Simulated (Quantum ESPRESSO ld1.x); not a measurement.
Problem. Radial electron density D(r) = 4 pi r^2 rho(r) of an atom or ion with 12 electrons. Calculated with ld1.x of Quantum ESPRESSO 7.5: Dirac Kohn-Sham, PBE, spin-unpolarised, spherical densities, point nucleus.

r (bohr)  D(r) (e/bohr)
0.01041           1.487
0.01183           1.848
0.01334           2.257
0.01516           2.777
0.0171            3.354
0.01943           4.074
0.02191           4.851
0.0249            5.793
0.02807           6.776
0.03191           7.919
0.03597           9.055
0.04089           10.30
0.0461            11.44
0.05239           12.57
0.05907           13.47
0.06714           14.17
0.0757            14.53
0.08604           14.52
0.09701           14.13
0.1103            13.33
0.1243            12.32
0.1413            11.09
0.1593            9.991
0.1811            9.076
0.2041            8.623
0.232             8.672
0.2616            9.209
0.2973            10.17
0.3352            11.20
0.381             12.15
0.4296            12.63
0.4882            12.50
0.5505            11.71
0.6257            10.24
0.7054            8.462
0.8018            6.422
0.904             4.629
1.027             3.054
1.158             1.991
1.317             1.292
1.484            0.9668
1.687            0.8511
1.902            0.8488
2.162            0.8599
2.438            0.8277
2.771            0.7283
3.124            0.5867
3.55             0.4168
4.003            0.2712
4.55             0.1519
5.13            0.07788
5.83            0.03287
6.574           0.01246
7.471          0.003637
8.424         0.0009353
9.574         0.0001726

What is the nuclear charge?

Solution. Z = 13. The innermost maximum, from 1s, lies near gamma/Z bohr with gamma = sqrt(1 - (Z/c)^2) = 0.995, here 0.0766 bohr (found: 0.0807), and its height grows with Z. The density is that of the aluminium ion Al+ in [Ne] 3s0.5 3p1.5; the configuration itself is not fixed sharply by these data, and Z only to about a unit. D(r) has 3 maxima, at r = 0.0807, 0.447, 2.13 bohr, and minima at 0.216, 1.78 bohr, inside which lie 2.21, 10.34 electrons.
